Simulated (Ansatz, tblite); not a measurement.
Cost and result up the ladder for the cluster Rb2Cl (3 atoms). Total charge 0; doublet. Geometry: PBE-D4/def2-TZVP.

```
atom    x (Å)    y (Å)    z (Å)
 Rb1   1.7308   0.2509   1.5355
 Rb2  -2.2785   0.2709  -0.3893
 Cl3   0.5477  -0.5218  -1.1462
```

Ansatz on 4 threads of AMD EPYC 9B45 on a shared host; xTB runs through tblite on one thread. Times are rough, summed over both states, and most runs start from the orbitals of an earlier one. CCSD(T)/def2-TZVPP serves as the yardstick here, not as an exact answer. The other state is a quartet at its own geometry, which has other bonds, so the gap mixes isomer and spin.

In the def2 sets Rb takes a core potential; there is no spin–orbit coupling. The xTB rows come from tblite. Correlated methods freeze 5 core orbitals; core or outer-core shells of Rb are correlated, in sets that lack core-valence functions. In the quartet geometry the species has come apart into loosely held pieces. The structure comes from a short search, and lower isomers may exist.

Run but left out: LDA (SPW92)/def2-TZVP (quartet: an occupied level 0.04 eV above an empty one).

Correlated methods converge slowly with the basis.

xTB has no spin-polarisation term.

| level | functions | wall time | quartet − doublet (eV) | difference from CCSD(T)/def2-TZVPP (eV) |
| --- | --- | --- | --- | --- |
| GFN1-xTB | 17 | 0.003 s | 6.26 | 1.50 |
| GFN2-xTB | 17 | 0.003 s | 6.54 | 1.78 |
| MP2/def2-TZVP | 103 | 0.7 s | 4.92 | 0.16 |
| PBE-D4/def2-TZVP | 103 | 1.9 s | 4.73 | -0.03 |
| BLYP-D4/def2-TZVP | 103 | 2 s | 4.42 | -0.34 |
| RPA@PBE/def2-TZVP | 103 | 2.3 s | 4.36 | -0.40 |
| BHLYP-D4/def2-TZVP | 103 | 2.5 s | 4.41 | -0.36 |
| B2PLYP/def2-TZVP | 103 | 2.8 s | 4.86 | 0.10 |
| r2SCANh-D4/def2-TZVP | 103 | 4.1 s | 4.96 | 0.19 |
| r2SCAN-D4/def2-TZVP (with forces) | 103 | 4.2 s | 5.00 | 0.24 |
| PBE0-D4/def2-TZVP | 103 | 6.5 s | 4.74 | -0.02 |
| CCSD(T)/def2-TZVPP | 122 | 8.1 s | 4.77 | 0.00 |
